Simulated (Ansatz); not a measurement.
Cost and result for the atomization energy of `SB(S)Cl` (6 atoms, 5 bonds).

Charge 0, multiplicity 1. Geometry: relaxed with PBE0-D4/def2-TZVP. It is one conformer, not always the lowest. Program: Ansatz. All runs use 4 threads of an Arm Neoverse V1 on a shared host. Times are those of one run each, without the atoms' runs, and a repeat can differ threefold. Electronic energies, without spin–orbit coupling; frozen cores. CCSD(T)/CBS adds CCSD(T) − MP2 in def2-TZVPP to the MP2 limit, and its time is that of the two runs behind it. T1 = 0.013. B3LYP takes the VWN-RPA correlation (the form of Gaussian; ORCA's B3LYP/G). HSE06 is the plane-wave form, built on full-range PBE exchange.

CCSD(T)/CBS is a level of theory with its own doubt, some kJ/mol a heavy atom from the limit and from the frozen cores, so smaller differences don't rank the functionals.

| level | functions | wall time |
| --- | --- | --- |
| CCSD(T)/def2-SVP | 78 | 0.95 s |
| BLYP-D4/def2-TZVPP | 185 | 1.3 s |
| PBE0-D4/def2-TZVPP | 185 | 1.8 s |
| HSE06-D4/def2-TZVPP | 185 | 2 s |
| CAM-B3LYP-D4/def2-TZVPP | 185 | 2 s |
| B3LYP-D4/def2-TZVPP (with forces) | 185 | 2.6 s |
| PBE-QIDH/def2-TZVPP | 185 | 2.9 s |
| ωB97X-V/def2-TZVPP | 185 | 4.6 s |
| B97M-V/def2-TZVPP | 185 | 6 s |
| ωB97M-V/def2-TZVPP (with forces) | 185 | 7 s |
| MP2/def2-QZVPP | 327 | 8 s |
| CCSD(T)/def2-TZVPP | 185 | 24 s |
| CCSD(T)/CBS(def2) | – | 32 s |

Problem. What atomization energy does each give, and how far from CCSD(T)/CBS? (Estimate.)

Solution. Computed: 
| level | atomization (kJ/mol) | difference from CCSD(T)/CBS | per bond |
| --- | --- | --- | --- |
| CCSD(T)/def2-SVP | 1852.5 | -121.7 | -24.3 |
| BLYP-D4/def2-TZVPP | 1966.7 | -7.5 | -1.5 |
| PBE0-D4/def2-TZVPP | 2007.6 | 33.4 | 6.7 |
| HSE06-D4/def2-TZVPP | 2009.3 | 35.1 | 7.0 |
| CAM-B3LYP-D4/def2-TZVPP | 1966.1 | -8.1 | -1.6 |
| B3LYP-D4/def2-TZVPP (with forces) | 1969.0 | -5.2 | -1.0 |
| PBE-QIDH/def2-TZVPP | 1987.7 | 13.5 | 2.7 |
| ωB97X-V/def2-TZVPP | 1997.7 | 23.5 | 4.7 |
| B97M-V/def2-TZVPP | 2033.0 | 58.8 | 11.8 |
| ωB97M-V/def2-TZVPP (with forces) | 2008.1 | 33.9 | 6.8 |
| MP2/def2-QZVPP | 2010.5 | 36.3 | 7.3 |
| CCSD(T)/def2-TZVPP | 1913.5 | -60.7 | -12.1 |
| CCSD(T)/CBS(def2) | 1974.2 | 0.0 | 0.0 |

From r2SCAN to r2SCAN0 (25 % exact exchange), in def2-TZVPP and without D4, the atomization energy moves by −39.2 kJ/mol: exact exchange takes away binding that semilocal exchange gives to molecules. In def2-TZVPP, CCSD(T) changes the Hartree–Fock value by +481.2 kJ/mol (the triples alone add +44.9 kJ/mol) and MP2 by +543.5 kJ/mol; breaking electron pairs costs correlation energy, which Hartree–Fock lacks. Leaving LDA and LC-ωPBE aside and taking each functional with its dispersion term where it has one, the values, not all of them listed here, spread over 133.4 kJ/mol, from BHLYP-D4 to PBE-D4. LDA lies +285.2 kJ/mol from PBE without D4, its usual overbinding.
